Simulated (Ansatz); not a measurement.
`Ic1ccccc1` + CH₃OH → `COc1ccccc1` + HI at 700 K and 1 bar (substitution at a C–I bond).

Program: Ansatz. Geometries: PBE0-D4/def2-TZVP. ΔE: electronic, gas phase. CCSD(T)/CBS is the MP2 limit (def2-TZVPP, def2-QZVPP) plus CCSD(T) − MP2 in def2-TZVPP, frozen cores. This one scheme is used for every species. def2 core potentials past Kr. For I outer-core shells are correlated without core-valence functions, which leaves a few kJ/mol of doubt a bond. One conformer a species, not always the lowest.

```
     species  CCSD(T)/CBS energy (Eh)  H − E (kJ/mol)  S (J/(mol·K))
 `Ic1ccccc1`               -528.76333           314.6          454.4
       CH₃OH               -115.61712           170.8          288.5
`COc1ccccc1`               -346.34055           444.9          491.7
          HI               -298.03592            34.6          231.7
```

H − E and S are ideal-gas, rigid-rotor, harmonic terms from PBE0-D4/def2-TZVP, for one conformer and one mirror image of each species. 1 Eh = 2625.50 kJ/mol, R = 8.31446 J/(mol·K).

Q: By hand: ΔE, ΔH, ΔS and ΔG.

A: ΔE = (-346.34055) + (-298.03592) − (-528.76333) − (-115.61712) = 0.00398 Eh = 10.4 kJ/mol. Δ(H − E) = 444.9 + 34.6 − 314.6 − 170.8 = -5.9, so ΔH = 4.5 kJ/mol. ΔS = 491.7 + 231.7 − 454.4 − 288.5 = -19.5 J/(mol·K). ΔG = 4.5 − 700 × (-19.5)/1000 = 18.1 kJ/mol.

Q: By hand: the equilibrium constant, and the temperature at which ΔG would vanish if ΔH and ΔS stayed fixed.

A: log₁₀ K = −ΔG/(RT ln 10) = -1.4. ΔH and −TΔS have one sign here, so there is no such temperature. One of them is within its doubt of zero, so this could turn.

TΔS isn't small against ΔH here. A doubt of 5 kJ/mol in ΔE shifts log₁₀ K by 0.4 here. Other conformers and mirror images would add mixing entropy, several J/(mol·K) or more a flexible species. These are equilibria of isolated gas molecules and say nothing of rates. Largest T1 diagnostic: 0.011 (customary marks: 0.02 for closed shells, 0.045 for open ones).
